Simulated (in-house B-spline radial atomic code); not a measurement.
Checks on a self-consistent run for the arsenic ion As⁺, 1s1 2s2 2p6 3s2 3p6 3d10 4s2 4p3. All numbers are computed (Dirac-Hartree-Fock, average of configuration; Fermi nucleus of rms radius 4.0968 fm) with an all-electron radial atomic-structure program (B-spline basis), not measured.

| orbital | q | ε (Eh) | <1/r> | <r²> | small-component weight |
| --- | --- | --- | --- | --- | --- |
| 1s1/2 | 1 | -456.19096 | 33.6866 | 0.00276426 | 0.014452 |
| 2s1/2 | 2 | -61.41484 | 7.68362 | 0.0461552 | 0.0029894 |
| 2p1/2 | 2 | -55.85747 | 7.59931 | 0.0351646 | 0.0029356 |
| 2p3/2 | 4 | -54.35069 | 7.37406 | 0.0365757 | 0.0028742 |
| 3s1/2 | 2 | -9.40844 | 2.48382 | 0.383449 | 0.00069914 |
| 3p1/2 | 2 | -7.24173 | 2.36597 | 0.39795 | 0.00064648 |
| 3p3/2 | 4 | -7.01952 | 2.31432 | 0.411 | 0.000631 |
| 3d3/2 | 4 | -3.03753 | 2.0506 | 0.475709 | 0.00051621 |
| 3d5/2 | 6 | -3.00163 | 2.03585 | 0.482085 | 0.0005111 |
| 4s1/2 | 2 | -1.18111 | 0.724899 | 3.68738 | 8.8905e-05 |
| 4p1/2 | 1 | -0.74871 | 0.610402 | 5.1463 | 6.5147e-05 |
| 4p3/2 | 2 | -0.73267 | 0.600025 | 5.30238 | 6.3416e-05 |

Electron-electron repulsion V_ee = 817.8891 hartree.

Problem. What total energy follows from the eigenvalues?

Solution. The eigenvalues count the repulsion twice, so E = Σqε - V_ee = -1004.253 - 817.889 = -1822.142 hartree; the run printed -1822.142.

Problem. Does the Dirac virial theorem hold?

Solution. For a point nucleus E = -2c²Σq·w, with w the small-component weight. Here Σq·w = 0.048515 and c = 137.0360, so the ratio E/(-2c²Σq·w) is 1.000009; the finite nucleus accounts for the departure from 1.

Problem. What diamagnetic shielding (Lamb formula) and susceptibility (Langevin formula) do the radii give?

Solution. σ = (α²/3)Σq<1/r> = 136.383/(3·137.036²) = 2420.9 ppm, and χ = -0.79199×10⁻⁶·Σq<r²> = -24.9×10⁻⁶ cm³/mol with Σq<r²> = 31.44 bohr². Both are non-relativistic formulas without the paramagnetism of open shells.
